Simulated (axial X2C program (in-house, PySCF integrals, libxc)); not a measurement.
# CoSn at several levels of theory

Computed with an in-house relativistic program for diatomic molecules. Spin-free means the one-electron spin-free X2C Hamiltonian; two-component (2c) means X2C with spin–orbit coupling and atomic mean-field two-electron Coulomb and Gaunt terms, so the difference of the two also holds small scalar two-electron terms. Basis: Sn dyall-cv3z [11s12p9d4f1g], Co dyall-cv3z [9s10p6d3f2g] (cores contracted in-house); Gaussian nuclei, density fitting, unrestricted open shells. Masses: Sn 119.902 u, Co 58.933 u.

State, spin-free: M_S = 1/2, Λ = 2 (beyond evenly filled blocks: δ+α, δ+β, δ-α); electrons by block: σα: 17, σβ: 17, π+α: 8, π+β: 8, π-α: 8, π-β: 8, δ+α: 3, δ+β: 3, δ-α: 3, δ-β: 2. Fragments: Sn + Co.

State, 2c: Ω = 5/2 (⟨Sz⟩ = 0.51, ⟨Lz⟩ = 1.99 at PBE0); electrons by block: 1/2: 25, -1/2: 25, 3/2: 11, -3/2: 11, 5/2: 3, -5/2: 2. Fragments: Sn + Co.

| Hamiltonian | level | Re (Å) | ωe (cm⁻¹) | Be (cm⁻¹) | De (eV) | k (mdyn/Å) | μ (D) |
| --- | --- | --- | --- | --- | --- | --- | --- |
| spin-free | PBE0 | 2.428 | 234.3 | 0.07236 | 1.85 | 1.28 | 1.34 |
| spin-free | HF | 2.775 | 149.4 | 0.0554 | 0.532 | 0.52 | 2.86 |
| spin-free | BP86 | 2.364 | 259.4 | 0.07635 | 2.90 | 1.57 | 0.19 |
| 2c | PBE0 | 2.427 | 234.6 | 0.07243 | n/a | 1.28 | 1.34 |
| 2c | HF | 2.785 | 146.6 | 0.05502 | n/a | 0.5 | 2.80 |
| 2c | BP86 | 2.364 | 258.8 | 0.07633 | n/a | 1.56 | 0.19 |

Dipoles are positive if Co is the positive end.

One determinant describes the state; a PBE0 search over occupations chose it and may have missed a lower one. Dissociation energies refer to the lowest single-determinant-based atoms at the same level and basis. De is not given where an atomic determinant may have missed its ground term or J level, or where the truncated virtual space spoils (T). Density functionals use the spin component along the axis (collinear). PBE0 can misorder states that lie within some tenths of an eV, so this need not be the ground state of the molecule. The nearest other spin-free determinant of the search, M_S = 1/2, Λ = 3, lies 0.18 eV up at the distance of the search. Without a current term, density functionals place determinants with orbital angular momentum somewhat too high. The determinant is spin-polarised beyond a pure state at some levels (its spin-free form has ⟨S²⟩ too high), which makes Re and μ there less reliable.

No reliable constants came from CCSD (2c), CCSD (spin-free), CCSD(T) (2c), CCSD(T) (spin-free), MP2 (2c), MP2 (spin-free): no minimum in range, unconverged points, a curve that is not smooth, a change of character along it, or the two Hamiltonians disagreeing along it.

Rough cost a point (2c) on 1 thread(s) of a shared host, integrals apart: PBE0 2.1 s, HF 1.8 s, BP86 0.9 s.

The whole task took 7.8 min on 1 thread of Arm Neoverse V2, on a shared host.
